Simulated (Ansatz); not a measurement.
The same path of C3H10AlNSi (16 atoms, charge 0, multiplicity 1) was run twice with different band settings. The coordinate that changes most is the dihedral H9–C1–N2–C3.

Theory: RHF/STO-3G in Ansatz 0.2.0.

Relaxed end points:

```xyz
16
Properties=species:S:1:pos:R:3
C 0.351 -0.446 1.825
N 0.739 -0.014 0.477
C 1.405 -1.045 -0.376
Al 1.151 -0.063 -2.000
Si -0.168 1.083 -0.576
C -2.022 0.815 -0.509
H 1.214 -0.828 2.375
H -0.409 -1.236 1.830
H -0.050 0.397 2.390
H 2.419 -1.250 -0.027
H 0.876 -2.003 -0.342
H 1.685 -0.161 -3.373
H 0.036 2.437 -0.162
H -2.532 1.465 -1.210
H -2.299 -0.203 -0.753
H -2.420 1.030 0.475
```

```xyz
16
Properties=species:S:1:pos:R:3
C 0.325 -0.627 1.775
N 0.744 -0.209 0.432
C 1.105 -1.310 -0.514
Al 1.013 -0.191 -2.066
Si 0.062 1.129 -0.507
C -1.800 1.277 -0.344
H 0.165 0.247 2.408
H 1.095 -1.240 2.250
H -0.602 -1.212 1.783
H 2.056 -1.769 -0.238
H 0.365 -2.117 -0.498
H 1.450 -0.318 -3.470
H 0.586 2.373 -0.035
H -2.183 2.063 -0.984
H -2.310 0.362 -0.617
H -2.094 1.519 0.669
```

Common settings: movable images 7; climbing image yes; spring 5.0 eV/Å²; start path IDPP; force threshold 0.03 eV/Å; iteration limit 60; end points relaxed.

| run | optimiser |
| --- | --- |
| 1 | quadratic models (default) |
| 2 | lbfgs |

Q: What does each run give, and how far can it be trusted?

A: Run 1: converged after 12 iterations, highest image 0.076 eV above the first end. The profile has 2 maxima (images 1, 4) with wells between them (image 2): this band takes more than one step, which may be the mechanism or a detour left from its start path. A vibrational analysis at the climbing image gives one clearly imaginary mode, 195i cm⁻¹: a first-order saddle point.
Run 2: converged after 37 iterations, highest image 0.076 eV above the first end. The profile has 2 maxima (images 1, 4) with wells between them (image 2): this band takes more than one step, which may be the mechanism or a detour left from its start path. Another band between the same ends (7 images) ends at a top of the same energy, where a vibrational analysis finds 1 clearly imaginary mode.
Limits of this set-up: minimal basis.
